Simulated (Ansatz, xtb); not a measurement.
## Relative energy of two isomers of C4H10AlCl

Structure I is `CC[CH2][Al]([CH3])[Cl]`, a singlet and structure II is `C[CH](C)[Al]([CH3])[Cl]`, a singlet. Both are isolated molecules in the gas phase, relaxed with B3LYP/6-31G*; the shapes shown needn't be the lowest conformers.

I (Å):

```csv
atom,x (Å),y (Å),z (Å)
C,-1.9102,-0.9896,-0.6108
C,-1.3634,-2.4199,-0.5483
C,-0.9194,-2.8371,0.8689
C,0.7599,-1.3024,3.5572
Al,0.5578,-1.8102,1.6750
Cl,2.1600,-1.2418,0.3716
H,-1.1395,-0.2539,-0.3386
H,-2.2564,-0.7341,-1.6188
H,-2.7560,-0.8568,0.0757
H,-2.1372,-3.1115,-0.9118
H,-0.5198,-2.5137,-1.2438
H,-0.6044,-3.8936,0.8588
H,-1.7794,-2.8012,1.5554
H,-0.0439,-1.6993,4.1884
H,1.7161,-1.6575,3.9624
H,0.7614,-0.2098,3.6677
```

II (Å):

| atom | x (Å) | y (Å) | z (Å) |
| --- | --- | --- | --- |
| C | -1.4901 | -0.3706 | -0.3372 |
| C | -0.0396 | 0.1335 | -0.4907 |
| C | 0.1914 | 0.7029 | -1.9077 |
| C | 1.9253 | 1.3079 | 2.2099 |
| Al | 0.4596 | 1.4390 | 0.9133 |
| Cl | -0.7407 | 3.2102 | 1.0314 |
| H | -1.6614 | -0.8660 | 0.6276 |
| H | -1.7380 | -1.0995 | -1.1231 |
| H | -2.2131 | 0.4503 | -0.4187 |
| H | 0.6341 | -0.7285 | -0.3613 |
| H | 1.2373 | 0.9896 | -2.0799 |
| H | -0.4287 | 1.5888 | -2.0929 |
| H | -0.0699 | -0.0394 | -2.6765 |
| H | 1.5332 | 1.2529 | 3.2342 |
| H | 2.5678 | 2.1967 | 2.1694 |
| H | 2.5556 | 0.4259 | 2.0463 |

Q: Estimate E(II) − E(I) at the level CCSD(T)/def2-SVP + ΔMP2/def2-TZVPP.

A: Calculated at CCSD(T)/def2-SVP + ΔMP2/def2-TZVPP: E(II) − E(I) = +11.9 kJ/mol, so structure I lies lower.

How the difference moves with the method:

| level | geometry | E(II) − E(I) (kJ/mol) | departure from the last row (kJ/mol) | job, with rough time for the two |
| --- | --- | --- | --- | --- |
| B3LYP/6-31G* | B3LYP/6-31G* | +11.1 | −0.8 | optimisation, 4.5 min |
| HF/def2-SVP | B3LYP/6-31G* | +14.6 | +2.7 | part of the CCSD(T) run |
| MP2/def2-SVP | B3LYP/6-31G* | +11.2 | −0.6 | part of the CCSD(T) run |
| CCSD(T)/def2-SVP | B3LYP/6-31G* | +11.5 | −0.4 | single point |
| CCSD(T)/def2-SVP + ΔMP2/def2-TZVPP | B3LYP/6-31G* | +11.9 |  | single point, 59 s |

As drawn, both hold the same kinds of bond in the same numbers. Structure I has 2 methyl groups, II 3.

None of the levels shown reverses the order. The largest departure from CCSD(T)/def2-SVP + ΔMP2/def2-TZVPP is that of HF/def2-SVP, 2.7 kJ/mol. Levels run at GFN2-xTB geometries aren't shown. The last row adds to CCSD(T) the change of the MP2 difference between the two basis sets, here +0.4 kJ/mol.

With harmonic frequencies from B3LYP/6-31G* (ideal gas, rigid rotor, one conformer each, 298.15 K, 1 atm): on the last row, ΔE + ΔZPE = +11.3 kJ/mol. A mode under 50 cm⁻¹ makes harmonic enthalpies and free energies unreliable, so none is given.

The correlated steps freeze 14 core orbitals. Codes used: Ansatz 0.2.0; the last row on 2 threads of Intel(R) Xeon(R) Platinum 8488C (Sapphire Rapids) on a shared host.
